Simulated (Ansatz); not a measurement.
Ge(eta1-allyl)2H2 (C6H12Ge), relaxed as a singlet with RKS PBE-D4/def2-SVP in Ansatz, starting from the GFN2-xTB geometry. Force threshold 0.02 eV/Å.

Start:

```csv
atom,x (Å),y (Å),z (Å)
Ge1,-0.3087,-0.2714,0.1723
C2,-0.4938,1.7143,0.0752
C3,-1.7548,2.1705,0.7136
C4,-1.8188,2.8369,1.8526
H5,-0.4816,1.9990,-0.9792
H6,0.3678,2.1752,0.5599
H7,-2.6641,1.9030,0.1895
H8,-0.9298,3.1162,2.3943
H9,-2.7571,3.1354,2.2877
C10,1.4148,-0.8836,-0.6280
C11,1.5366,-2.3630,-0.5800
C12,1.4812,-3.1536,-1.6370
H13,2.2266,-0.4211,-0.0622
H14,1.4749,-0.5285,-1.6575
H15,1.6589,-2.7870,0.4091
H16,1.3581,-2.7583,-2.6323
H17,1.5604,-4.2240,-1.5541
H18,-1.4645,-0.9371,-0.5317
H19,-0.4062,-0.7228,1.6080
```

Task: Estimate the energy that the relaxation releases and the steps that it takes.

Result: 4.6 kcal/mol, in 13 steps; 22 s on 4 threads of Arm Neoverse V2 on a shared host. No frequencies were taken in this run, so the end may be a saddle point.

Task: Does the start keep its bonding and symmetry?

Result: By distances, no bond broke or formed. The bond that changes most is Ge1–H19, from 1.51 to 1.55 Å (atoms count from 1). Point group C2 at the start, C2 at the end, both within 0.05 Å.

Task: Predict the relaxed structure.

Result: 
```csv
atom,x (Å),y (Å),z (Å)
Ge1,-0.2664,-0.2385,0.1571
C2,-0.3994,1.7505,0.1341
C3,-1.7160,2.2102,0.6711
C4,-1.9248,2.7575,1.8845
H5,-0.2548,2.0647,-0.9215
H6,0.4489,2.1470,0.7297
H7,-2.5888,2.0449,0.0116
H8,-1.0924,2.9421,2.5848
H9,-2.9339,3.0423,2.2194
C10,1.4116,-0.8446,-0.7326
C11,1.5917,-2.3219,-0.5973
C12,1.3952,-3.2325,-1.5707
H13,2.2429,-0.2845,-0.2540
H14,1.3549,-0.5327,-1.7961
H15,1.8770,-2.6815,0.4094
H16,1.1033,-2.9316,-2.5913
H17,1.5176,-4.3099,-1.3816
H18,-1.4842,-0.8529,-0.5896
H19,-0.2824,-0.7284,1.6328
```
Bond lengths: 4 × C–C 1.35 to 1.49 Å; 2 × C–Ge 1.99 Å; 10 × C–H 1.10 to 1.11 Å; 2 × Ge–H 1.55 Å.
